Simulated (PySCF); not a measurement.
C₃H₅ClOSi, SMILES O1[Si@H](Cl)CC=C1.

Coordinates come from a B3LYP-D3(BJ)/def2-SVP optimisation. The structure was generated by enumeration; whether it is a known compound was not checked. Other conformers were not sampled.

Level of theory: PySCF 2.14.0 with TDDFT-PBE/def2-SVPD.

Vertical excitations. The molecule is in vacuum.

Question: Estimate the UV-visible absorptions. (Estimate from the structure and the level; the computed values follow.)

Answer: 
| state | energy (eV) | λ (nm) | f | main pairs |
|---|---|---|---|---|
| S1 | 5.17 | 240 | 0.011 | HOMO→LUMO+1 78 %, HOMO→LUMO 20 % |
| S2 | 5.36 | 231 | 0.018 | HOMO→LUMO+2 59 %, HOMO→LUMO 27 %, HOMO→LUMO+1 13 % |
| S3 | 5.67 | 219 | 0.005 | HOMO→LUMO+3 86 % |
| S4 | 6.09 | 204 | 0.039 | HOMO→LUMO+4 40 %, HOMO→LUMO 22 %, HOMO→LUMO+2 19 %, HOMO→LUMO+3 10 % |
| S5 | 6.41 | 193 | 0.035 | HOMO→LUMO+4 55 %, HOMO→LUMO+6 14 %, HOMO→LUMO 13 % |
| S6 | 6.57 | 189 | 0.017 | HOMO→LUMO+5 98 % |
| S7 | 6.72 | 184 | 0.002 | HOMO−1→LUMO 98 % |
| S8 | 6.93 | 179 | 0.009 | HOMO→LUMO+6 73 % |
| S9 | 6.97 | 178 | 0.002 | HOMO→LUMO+7 94 % |
| S10 | 7.13 | 174 | 0.035 | HOMO−1→LUMO+1 84 % |
| T1 | 4.11 | 302 | 0 | HOMO→LUMO 87 % |
| T2 | 5.08 | 244 | 0 | HOMO→LUMO+1 94 % |
| T3 | 5.28 | 235 | 0 | HOMO→LUMO+2 91 % |
| T4 | 5.62 | 221 | 0 | HOMO→LUMO+3 98 % |
Triplets are in the Tamm–Dancoff approximation, which puts them higher than full response would, so one can lie above its singlet here.
